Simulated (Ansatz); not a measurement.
System: C$_{5}$H$_{6}$S, net charge 0, singlet state. SMILES: Cc1cccs1
Coordinates optimised at B3LYP-D3(BJ)/def2-TZVP (Ansatz, a first-principles code):
```xyz
12

C     -2.2699    -0.0970    -0.0421
C     -0.7851    -0.1672     0.1103
C     -0.0546    -0.9890     0.9212
C      1.3509    -0.7886     0.8161
C      1.6750     0.1876    -0.0773
S      0.2663     0.8686    -0.7962
H     -2.6587     0.8896     0.2198
H     -2.7418    -0.8285     0.6140
H     -2.5835    -0.3123    -1.0661
H     -0.5118    -1.7181     1.5759
H      2.0842    -1.3465     1.3804
H      2.6534     0.5441    -0.3533
```

Quantity: atomisation energy (electronic, to ground-state atoms), in kcal/mol. Valence correlation only, unless marked. Open shells are spin-unrestricted. No spin-orbit coupling. Non-relativistic. The coupled-cluster limit lacks core correlation, which all-electron functionals hold. Basis-set limits of correlation are two-point, X^-3; Hartree-Fock from the larger set.

The Hartree-Fock reference is unstable (checked in the largest basis), which strains HF and MP2. 

```
level                                                             program  atomisation energy (kcal/mol)
---------------------------------------------------------  --------------  -----------------------------
revPBE-D3(BJ)/def2-TZVPD                                   Ansatz + dftd3                         1267.9
PBE0/STO-3G                                                        Ansatz                         1490.5
PBE0/def2-SVP                                                      Ansatz                            [?]
CAM-B3LYP-D3(BJ)/def2-TZVPD                                Ansatz + dftd3                            [?]
B2PLYP-D4/def2-TZVPD                                       Ansatz + dftd4                         1251.2
B2PLYP/def2-TZVPD                                                  Ansatz                         1246.0
SCS-MP2/aug-cc-pV(T+d)Z                                            Ansatz                         1247.9
CCSD/6-31G*                                                        Ansatz                         1142.0
CCSD/cc-pV(T+d)Z                                                   Ansatz                            [?]
CCSD(T) with core electrons (1s frozen past Ne)/cc-pwCVTZ          Ansatz                         1232.7
CCSD(T)/CBS(cc-pV(T+d)Z,cc-pV(Q+d)Z)                               Ansatz                            [?]
```

Problem. Some entries are withheld; supply them.

Solution. 
- PBE0/def2-SVP, atomisation energy (kcal/mol): 1284.5
- CAM-B3LYP-D3(BJ)/def2-TZVPD, atomisation energy (kcal/mol): 1260.3
- CCSD/cc-pV(T+d)Z, atomisation energy (kcal/mol): 1200.1
- CCSD(T)/CBS(cc-pV(T+d)Z,cc-pV(Q+d)Z), atomisation energy (kcal/mol): 1257.4
